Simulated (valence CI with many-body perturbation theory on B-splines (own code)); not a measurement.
E1 line list for Os⁶⁸⁺

Calculated by valence CI with perturbative core correlation (CI+MBPT): six valence electrons over a frozen Dirac-Fock core [He], radial functions for each j: 9 s, 9 p, 8 d, 6 f, 3 g, 1 h, with the one-electron correlation potential Σ1 (screened to all orders), the two-electron term Σ2, the three-electron term Σ3, Breit, model QED; selected single and double excitations, second order for the rest, scaled by the run's own slope (own B-spline code, finite nucleus).

No measured spectrum was set against this ion. As an estimate, large intervals hold to a few tenths of a per cent, small ones and those within an open d or f shell to about a per cent. Among the levels kept, up to 2100 cm⁻¹ of a level comes from second order outside the variational space, and about a tenth of that is noise between levels of different J, which matters for small intervals.

Lines 151 to 200 of 208 in falling wavelength, among levels below 11319 eV, chosen from the strongest by gf and those to the six lowest levels. Wavelengths and rates use the calculated energies. Electric multipoles are in the length gauge with retardation, E1 and E2 with the static RPA response of the core. Weak lines are less certain than strong ones. Lines between different terms over intervals too small for the method are left out, as are lines whose strength nearly cancels. The highest levels of a list are the least certain.

Levels are named by their leading jj configuration (3d3/2^4 stands for four electrons in 3d with j = 3/2), which in mixed levels can hold well under half, so a name can repeat and another be missing. Letters in brackets count levels of one name in rising energy.

```tsv
λ vac (nm)	Upper	Lower	A (s⁻¹)	log gf	Branch %
0.1365	(2s 2p1/2^2 2p3/2^2 3s) J=2 [a]	(2s 2p1/2^2 2p3/2^3) J=2	2.34e+14	-0.49	88.8
0.1365	(2s 2p1/2^2 2p3/2^2 3s) J=1 [b]	(2s 2p1/2^2 2p3/2^3) J=1	2.11e+14	-0.75	71.7
0.1364	(2s 2p1/2^2 2p3/2^2 3s) J=2 [b]	(2s 2p1/2^2 2p3/2^3) J=1	3.88e+13	-1.27	55.4
0.1364	(2s^2 2p1/2 2p3/2^2 3s) J=2 [a]	(2s^2 2p1/2 2p3/2^3) J=2	1.13e+13	-1.80	15.4
0.1362	(2s^2 2p1/2 2p3/2^2 3s) J=1 [a]	(2s^2 2p1/2 2p3/2^3) J=2	4.46e+13	-1.43	13.8
0.1361	(2s^2 2p1/2 2p3/2^2 3s) J=2 [a]	(2s^2 2p1/2 2p3/2^3) J=1	3.52e+13	-1.31	47.9
0.1360	(2s 2p1/2^2 2p3/2^2 3s) J=0	(2s 2p1/2^2 2p3/2^3) J=1	1.27e+14	-1.45	90.5
0.1360	(2s^2 2p1/2 2p3/2^2 3s) J=3	(2s^2 2p1/2 2p3/2^3) J=2	4.43e+13	-1.07	47.3
0.1359	(2s^2 2p1/2 2p3/2^2 3s) J=1 [a]	(2s^2 2p1/2 2p3/2^3) J=1	2.22e+14	-0.73	68.7
0.1359	(2s^2 2p1/2 2p3/2^2 3s) J=2 [b]	(2s^2 2p1/2 2p3/2^3) J=2	2.34e+14	-0.49	79.8
0.1359	(2s^2 2p1/2^2 2p3/2 3s) J=2	(2s^2 2p1/2^2 2p3/2^2) J=2	1.30e+14	-0.75	100.0
0.1357	(2s^2 2p1/2^2 2p3/2 3s) J=1	(2s^2 2p1/2^2 2p3/2^2) J=2	2.15e+14	-0.75	71.0
0.1356	(2s^2 2p1/2 2p3/2^2 3s) J=2 [b]	(2s^2 2p1/2 2p3/2^3) J=1	3.26e+13	-1.35	11.1
0.1353	(2s 2p1/2^2 2p3/2^2 3s) J=1 [a]	(2s 2p1/2^2 2p3/2^3) J=2	1.04e+14	-1.07	71.7
0.1352	(2s 2p1/2^2 2p3/2^2 3s) J=1 [b]	(2s 2p1/2^2 2p3/2^3) J=2	5.68e+13	-1.33	19.3
0.1351	(2s^2 2p1/2 2p3/2^2 3s) J=1 [b]	(2s^2 2p1/2 2p3/2^3) J=2	1.10e+14	-1.04	59.6
0.1351	(2s 2p1/2^2 2p3/2^2 3s) J=2 [b]	(2s 2p1/2^2 2p3/2^3) J=2	6.61e+12	-2.04	9.4
0.1351	(2s^2 2p1/2 2p3/2^2 3p3/2) J=0	(2s 2p1/2^2 2p3/2^3) J=1	7.98e+10	-4.66	2.0
0.1350	(2s^2 2p1/2 2p3/2^2 3p3/2) J=2	(2s 2p1/2^2 2p3/2^3) J=1	3.57e+11	-3.31	5.2
0.1349	(2s^2 2p1/2 2p3/2^2 3s) J=0	(2s^2 2p1/2 2p3/2^3) J=1	1.34e+14	-1.44	100.0
0.1349	(2s^2 2p1/2 2p3/2^2 3s) J=1 [b]	(2s^2 2p1/2 2p3/2^3) J=1	2.19e+13	-1.75	11.9
0.1348	(2s^2 2p1/2 2p3/2^2 3p3/2) J=1	(2s 2p1/2^2 2p3/2^3) J=1	2.63e+12	-2.67	33.6
0.1338	(2s^2 2p1/2 2p3/2^2 3p3/2) J=3 [a]	(2s 2p1/2^2 2p3/2^3) J=2	1.90e+11	-3.45	5.3
0.1337	(2s^2 2p1/2 2p3/2^2 3p3/2) J=2	(2s 2p1/2^2 2p3/2^3) J=2	2.71e+12	-2.44	39.4
0.1335	(2s^2 2p1/2 2p3/2^2 3p3/2) J=1	(2s 2p1/2^2 2p3/2^3) J=2	1.28e+12	-2.99	16.3
0.1335	(2s^2 2p1/2 2p3/2^2 3p3/2) J=3 [b]	(2s 2p1/2^2 2p3/2^3) J=2	2.48e+11	-3.33	6.7
0.1293	(2s 2p1/2^2 2p3/2^2 3p1/2) J=2 [a]	(2s^2 2p1/2 2p3/2^3) J=2	1.34e+11	-3.78	0.1
0.1293	(2s 2p1/2^2 2p3/2^2 3p1/2) J=3	(2s^2 2p1/2 2p3/2^3) J=2	3.73e+10	-4.18	0.0
0.1290	(2s 2p1/2^2 2p3/2^2 3p1/2) J=2 [a]	(2s^2 2p1/2 2p3/2^3) J=1	4.08e+11	-3.29	0.2
0.1278	(2s 2p1/2^2 2p3/2^2 3p1/2) J=1 [a]	(2s^2 2p1/2 2p3/2^3) J=2	3.19e+11	-3.63	0.1
0.1278	(2s 2p1/2^2 2p3/2^2 3p1/2) J=1 [b]	(2s^2 2p1/2 2p3/2^3) J=2	4.00e+11	-3.53	0.1
0.1278	(2s 2p1/2^2 2p3/2^2 3p1/2) J=2 [b]	(2s^2 2p1/2 2p3/2^3) J=2	5.75e+11	-3.15	0.1
0.1276	(2s 2p1/2^2 2p3/2^2 3p1/2) J=1 [a]	(2s^2 2p1/2 2p3/2^3) J=1	6.78e+09	-5.30	0.0
0.1276	(2s 2p1/2^2 2p3/2^2 3p1/2) J=1 [b]	(2s^2 2p1/2 2p3/2^3) J=1	1.01e+11	-4.13	0.0
0.1276	(2s 2p1/2^2 2p3/2^2 3p1/2) J=0	(2s^2 2p1/2 2p3/2^3) J=1	1.45e+12	-3.45	8.5
0.1275	(2s 2p1/2^2 2p3/2^2 3p1/2) J=2 [b]	(2s^2 2p1/2 2p3/2^3) J=1	5.06e+09	-5.21	0.0
0.1268	(2s^2 2p1/2^2 2p3/2 3d3/2) J=1	(2s^2 2p1/2^2 2p3/2^2) J=0	1.51e+14	-0.96	33.2
0.1261	(2s^2 2p1/2^2 2p3/2 3d3/2) J=2	(2s^2 2p1/2^2 2p3/2^2) J=2	1.56e+14	-0.73	99.1
0.1260	(2s^2 2p1/2^2 2p3/2 3d3/2) J=3	(2s^2 2p1/2^2 2p3/2^2) J=2	3.66e+13	-1.22	96.3
0.1260	(2s^2 2p1/2^2 2p3/2 3d3/2) J=1	(2s^2 2p1/2^2 2p3/2^2) J=2	3.01e+14	-0.67	66.4
0.1249	(2s^2 2p1/2^2 2p3/2 3d5/2) J=1	(2s^2 2p1/2^2 2p3/2^2) J=0	1.58e+15	0.05	91.8
0.1245	(2s^2 2p1/2^2 2p3/2 3d5/2) J=2	(2s^2 2p1/2^2 2p3/2^2) J=2	1.15e+15	0.13	100.0
0.1243	(2s^2 2p1/2^2 2p3/2 3d5/2) J=3	(2s^2 2p1/2^2 2p3/2^2) J=2	2.57e+15	0.62	100.0
0.1241	(2s^2 2p1/2^2 2p3/2 3d5/2) J=1	(2s^2 2p1/2^2 2p3/2^2) J=2	1.41e+14	-1.01	8.2
0.1165	(2s^2 2p1/2 2p3/2^2 3s) J=1 [a]	(2s^2 2p1/2^2 2p3/2^2) J=0	2.17e+11	-3.88	0.1
0.1160	(2s^2 2p1/2 2p3/2^2 3s) J=2 [a]	(2s^2 2p1/2^2 2p3/2^2) J=2	2.69e+13	-1.57	36.6
0.1158	(2s^2 2p1/2 2p3/2^2 3s) J=1 [a]	(2s^2 2p1/2^2 2p3/2^2) J=2	5.61e+13	-1.47	17.4
0.1157	(2s^2 2p1/2 2p3/2^2 3s) J=1 [b]	(2s^2 2p1/2^2 2p3/2^2) J=0	5.24e+13	-1.50	28.4
0.1157	(2s^2 2p1/2 2p3/2^2 3s) J=3	(2s^2 2p1/2^2 2p3/2^2) J=2	4.93e+13	-1.16	52.6
0.1156	(2s^2 2p1/2 2p3/2^2 3s) J=2 [b]	(2s^2 2p1/2^2 2p3/2^2) J=2	2.65e+13	-1.58	9.0
```

How does gf follow from A for the line at 0.1337 nm?

gf = 1.4992 × (2J+1)_upper × A / σ², with σ = 74766687 cm⁻¹ and 2J+1 = 5: gf = 0.00364.
